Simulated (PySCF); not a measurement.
**Chlorine: a sound run and one with changed settings**

Sound run: Cl⁺ [Ne] 3s2 3p4, Cl²⁺ [Ne] 3s2 3p3. All numbers are calculated (PySCF 2.14, the non-relativistic Hamiltonian (point nucleus), in 6-31G* (4s3p1d, 18 functions)). In the sound run the correlated levels freeze [Ne]. The sound run starts from symmetry-adapted Hartree-Fock orbitals and uses a fine grid where one is needed.

A second run was set up differently.

| species | method | sound run (hartree) | changed run (hartree) | converged |
| --- | --- | --- | --- | --- |
| Cl⁺ | MP2 | -459.09745 | -459.10312 | yes |
| Cl⁺ | CCSD(T) | -459.11733 | -459.12243 | yes |
| Cl²⁺ | MP2 | -458.25727 | -458.26279 | yes |
| Cl²⁺ | CCSD(T) | -458.27692 | -458.28194 | yes |

Ionisation energy of Cl⁺:

| method | sound run (eV) | changed run (eV) |
| --- | --- | --- |
| UHF | 22.497 | 22.497 |
| MP2 | 22.863 | 22.867 |
| SCS-MP2 | 22.888 | 22.893 |
| CCSD | 22.859 | 22.861 |
| CCSD(T) | 22.869 | 22.871 |

Problem. What was changed?
A. all electrons correlated in a valence basis
B. level shift left on
C. basis contracted for another Hamiltonian
D. minimal basis

Solution. A. A valence basis has no tight correlating functions, so it recovers only part of the core correlation, and not evenly between atom and ion.
